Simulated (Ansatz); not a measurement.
CH7NSiZn (`N[CH]([SiH3])[ZnH]`), relaxed with RKS PBE0-D4/def2-TZVP in the Gaussian-basis code of Ansatz from a PBE-D4/def2-SVP geometry. The force threshold is 0.005 eV/Å; the program also tests the step.

The species carries charge 0 and has multiplicity 1.

Start:

```xyz
11

N     0.453    1.554   -0.382
C     0.430    0.231    0.279
Si    0.083   -1.122   -0.993
Zn   -0.773   -0.050    1.839
H    -0.486    1.803   -0.719
H     0.710    2.296    0.282
H     1.460    0.006    0.644
H     1.076   -1.171   -2.127
H    -1.287   -0.919   -1.596
H     0.072   -2.458   -0.285
H    -1.738   -0.172    3.058
```

How much energy does the relaxation release, and in how many steps? (An estimate is asked.)

Ansatz gave: 0.04 eV, in 7 steps.

Which bonds change most? (Best estimate.)

Ansatz gave: C2–Si3 from 1.890 to 1.867 Å; Si3–H10 from 1.511 to 1.492 Å; Si3–H8 from 1.509 to 1.490 Å; C2–H7 from 1.116 to 1.098 Å.

Give the relaxed structure. (Best estimate.)

Ansatz gave: 
```xyz
11

N     0.443    1.532   -0.337
C     0.445    0.192    0.284
Si    0.086   -1.118   -0.996
Zn   -0.759   -0.026    1.837
H    -0.454    1.743   -0.757
H     0.631    2.264    0.336
H     1.465   -0.023    0.629
H     1.048   -1.122   -2.135
H    -1.280   -0.914   -1.564
H     0.108   -2.455   -0.335
H    -1.734   -0.075    3.038
```
